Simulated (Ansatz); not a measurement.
A nudged elastic band was laid between two geometries of ClH₃OSn (6 atoms, charge 0, multiplicity 1).

Theory: RKS B3LYP-D4/def2-SVP (Ansatz 0.2.0).

* movable images: 7
* climbing image: yes
* spring: 5.0 eV/Å²
* optimiser: quadratic models (default)
* start path: through a guess of the saddle point
* force threshold: 0.03 eV/Å
* iteration limit: 60
* end points: relaxed

Image 0:

```xyz
6
Properties=species:S:1:pos:R:3
Sn 0.265 0.062 0.098
Cl 0.649 0.081 2.439
H 1.777 -0.288 -0.633
H -0.533 1.503 -0.347
O -1.062 -1.367 -0.282
H -0.785 -2.236 0.041
```

Image 8:

```xyz
6
Properties=species:S:1:pos:R:3
Sn -0.229 0.379 -0.939
Cl 1.684 0.248 1.591
H 2.418 -0.666 1.044
H -1.403 1.033 0.277
O -0.741 -1.559 -0.669
H -1.418 -1.680 0.011
```

Q: Which bonds break or form, and what moves?

A: Bonds broken: Sn1–Cl2, Sn1–H3. Bonds formed: Cl2–H3. ClH3OSn becomes ClH + H2OSn.

Q: What energy profile does the band end with?

A: It converged. The highest image is number 5 of 0 to 8, 1.82 eV above the first end and 1.05 eV above the last; the last end lies 0.77 eV above the first. Beside the main top the profile has a ripple of under 15 meV (maxima at images 1, 5), which may be a very shallow well or noise. A vibrational analysis at the climbing image gives one clearly imaginary mode, 973i cm⁻¹: a first-order saddle point. The orbitals stay closed-shell, which can raise the energy where a bond breaks towards radicals; this wasn't checked here.

```json
{"image": "0", "path coordinate (Å)": "0.00", "energy (eV)": "0.00", "Sn1–Cl2 (Å)": "2.37", "Sn1–H3 (Å)": "1.72", "Cl2–H3 (Å)": "3.29"}
{"image": "1", "path coordinate (Å)": "0.57", "energy (eV)": "0.01", "Sn1–Cl2 (Å)": "2.37", "Sn1–H3 (Å)": "1.71", "Cl2–H3 (Å)": "3.32"}
{"image": "2", "path coordinate (Å)": "1.13", "energy (eV)": "0.00", "Sn1–Cl2 (Å)": "2.37", "Sn1–H3 (Å)": "1.71", "Cl2–H3 (Å)": "3.35"}
{"image": "3", "path coordinate (Å)": "1.70", "energy (eV)": "0.11", "Sn1–Cl2 (Å)": "2.37", "Sn1–H3 (Å)": "1.70", "Cl2–H3 (Å)": "3.04"}
{"image": "4", "path coordinate (Å)": "2.26", "energy (eV)": "0.90", "Sn1–Cl2 (Å)": "2.45", "Sn1–H3 (Å)": "1.68", "Cl2–H3 (Å)": "2.41"}
{"image": "5", "path coordinate (Å)": "2.83", "energy (eV)": "1.82", "Sn1–Cl2 (Å)": "2.68", "Sn1–H3 (Å)": "1.78", "Cl2–H3 (Å)": "1.82"}
{"image": "6", "path coordinate (Å)": "3.50", "energy (eV)": "0.95", "Sn1–Cl2 (Å)": "3.08", "Sn1–H3 (Å)": "2.41", "Cl2–H3 (Å)": "1.32"}
{"image": "7", "path coordinate (Å)": "4.17", "energy (eV)": "0.79", "Sn1–Cl2 (Å)": "3.15", "Sn1–H3 (Å)": "3.19", "Cl2–H3 (Å)": "1.29"}
{"image": "8", "path coordinate (Å)": "4.84", "energy (eV)": "0.77", "Sn1–Cl2 (Å)": "3.17", "Sn1–H3 (Å)": "3.47", "Cl2–H3 (Å)": "1.29"}
```

Q: What is the geometry of the highest image?

A: 
```xyz
6
Properties=species:S:1:pos:R:3
Sn 0.248 0.004 -0.348
Cl 1.449 0.053 2.051
H 1.908 -0.019 0.288
H -1.008 1.191 -0.149
O -0.686 -1.754 -0.424
H -1.599 -1.719 -0.103
```

Run time: 5 min on 1 thread of Arm Neoverse V2, on a shared host, peak memory 0.15 GiB.
